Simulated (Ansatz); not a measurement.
Pulling on the Mg1–H2 bond in H2MgSe (SMILES [MgH][SeH]) (multiplicity 1 held, fragments rigid). Energies count from the point at 1.689 Å.
Geometry at that point (charge 0, multiplicity 1):
| atom | x (Å) | y (Å) | z (Å) |
|---|---|---|---|
| Mg | -0.9098 | -0.7986 | -1.2496 |
| H | -1.7924 | -1.5775 | -2.4609 |
| Se | 0.3558 | 0.3557 | 0.4797 |
| H | 0.6118 | -0.9339 | 1.1476 |

Restricted levels (R-, RO-) in cc, def2 and unpolarised 6-31G sets keep to the state of the molecule at rest. Active spaces are followed from a long bond inwards. Levels need not reach the same state.

Frozen-core correlation. Filled d and f shells under p-block atoms count as core.

Programs: Ansatz (an electronic-structure program) with Gaussian orbitals. Values without a source in brackets are computed.

Q: Predict the energy at R = 5.405 Å from CASSCF(2,2)/def2-TZVPPD.

A: 2.62 eV

Q: What energy at R = 5.405 Å does FIC-MRCISD+Q on CASSCF(2,2)/def2-TZVPPD give?

A: 3.05 eV

Q: Give the energy at R = 5.405 Å at the level R-HF/def2-TZVPPD.

A: 5.65 eV

Doubts at one or more of the structures used: a restricted determinant that unrestricted orbitals would lower (R-HF/def2-TZVPPD).
